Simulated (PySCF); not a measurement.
## Löwdin shares of the frontier orbitals

Compound: C7H13As.
Z-matrix (Å and degrees, PBE0-D3(BJ)/def2-SVP geometry), rows numbered from 1:
```
C 
C   1  1.3336
C   2  1.4956  1  125.32
C   3  1.5277  2  113.11  1  -115.65
C   4  1.5298  3  113.78  2  -171.80
C   5  1.5231  4  109.39  3  -160.56
C   6  1.5242  5  107.56  4    52.12
As  7  1.9878  6  106.68  5   -40.78
H   1  1.0949  2  121.33  3    -0.80
H   1  1.0931  2  121.58  3   178.97
H   2  1.0984  1  118.86  3  -178.42
H   3  1.1038  2  109.84  1     7.50
H   3  1.1069  2  109.09  1   123.79
H   4  1.1022  3  109.01  2   -49.72
H   5  1.1034  4  110.82  3    75.45
H   5  1.1057  4  109.06  3   -41.37
H   6  1.1041  5  109.41  4   -66.90
H   6  1.1035  5  111.52  4   175.15
H   7  1.1019  6  110.94  5    75.46
H   7  1.0996  6  113.80  5  -163.28
H   8  1.5285  4   94.98  3  -129.99
```

Method: TDDFT CAM-B3LYP/def2-SVPD, vertical, gas phase, core orbitals frozen in the response (PySCF). Relativistic effects, spin–orbit coupling among them, are left out although an element past zinc is present.

Kohn–Sham orbitals with the atoms that hold most of them (Löwdin shares over 4%, at most four atoms; ? is withheld):

```
orbital  ε (eV)                            atoms
 LUMO+2    1.51   As8 18%, C2 15%, C1 10%, C7 7%
 LUMO+1    1.33    C1 25%, C2 21%, As8 9%, C3 6%
   LUMO       ?                                ?
   HOMO   -7.94   As8 57%, C4 10%, C7 8%, H21 6%
 HOMO-1   -8.80                                ?
 HOMO-2   -9.42   As8 26%, C4 20%, C7 20%, C3 8%
 HOMO-3  -10.18  As8 28%, H21 22%, C7 15%, C4 9%
```

Problem. Which atoms hold the HOMO-1, and with what shares?

Solution. C1 (bonded to C and 2 H) 35%; C2 (bonded to 2 C and H) 32%; C3 (bonded to 2 C and 2 H) 8%; C4 (bonded to As, 2 C and H) 5%.

Problem. Give the leading atoms of the LUMO.

Solution. As8 (bonded to 2 C and H) 23%; H21 (bonded to As) 12%; C7 (bonded to As, C and 2 H) 10%; C6 (bonded to 2 C and 2 H) 7%. By element: arsenic 23%, carbon 17% or more, hydrogen 12% or more.

Problem. What is the LUMO energy, and the HOMO–LUMO gap?

Solution. ε(LUMO) = 1.11 eV; the gap is 9.05 eV (0.3325 hartree).

Problem. How does S1 compare with the orbital gap of 9.05 eV?

Solution. S1 is at 5.99 eV (f = 0.033), 3.06 eV below the gap, made of HOMO→LUMO (86%). Without the coupling terms of the response equations the lowest excitation would equal the gap.

Next come S2 at 6.24 eV (f 0.120), HOMO→LUMO+1 (43%), HOMO→LUMO+2 (37%); S3 at 6.82 eV (f 0.013), HOMO→LUMO+2 (46%), HOMO→LUMO+1 (43%); S4 at 6.99 eV (f 0.057), HOMO→LUMO+4 (32%), HOMO→LUMO+3 (14%), HOMO→LUMO+5 (12%); S5 at 7.24 eV (f 0.026), HOMO-2→LUMO (28%), HOMO-1→LUMO+1 (22%), HOMO→LUMO+4 (10%).

Löwdin shares depend on the basis, the more so with diffuse functions.

One conformer stands for the species.
